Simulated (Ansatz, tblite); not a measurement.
Removing an electron: [ReH9]2- (ReH9²⁻). Charge -2, multiplicity 1. Geometry: B3LYP-D4/def2-TZVPD. Ansatz, gas phase; energy differences of separate SCF runs; the oxidised species was run as a doublet alone.

```xyz
10

Re    0.000    0.000    0.000
H     0.580   -1.469    0.605
H     0.337    1.449    0.798
H    -0.923   -0.005   -1.417
H    -1.273   -1.164    0.103
H     0.792   -0.904   -1.242
H    -0.349   -0.137    1.688
H     1.687    0.119    0.361
H    -1.443    0.928    0.215
H     0.593    1.184   -1.111
```

In the def2 sets Re takes a core potential; there is no spin–orbit coupling. The xTB rows come from tblite. A multiply charged anion in the gas phase is held together partly by the finite basis. Removing one electron lowers the energy by 0.59 eV at PBE0-D4/def2-TZVPD, so it isn't bound.

```tsv
level	−HOMO (eV)	vertical IE (eV)	−LUMO (eV)	HOMO–LUMO gap (eV)	remarks
GFN1-xTB	-2.19	1.02	-5.30	3.11	–
r2SCAN-D4/def2-TZVPD	-3.29	-0.73	-7.46	4.17	HOMO above zero (-2 singlet)
PBE0-D4/def2-TZVPD	-2.38	-0.59	-7.30	4.92	HOMO above zero (-2 singlet)
```

Run but left out: PBE-D4/def2-TZVPD (charge -1 doublet: an occupied level 0.07 eV above an empty one).  A HOMO above zero means that the electron is unbound at that level or that self-interaction error raises the level; the energy of removing that electron tells which. Raw xTB energy differences between charge states are shifted by several eV; the methods need an empirical correction for them.
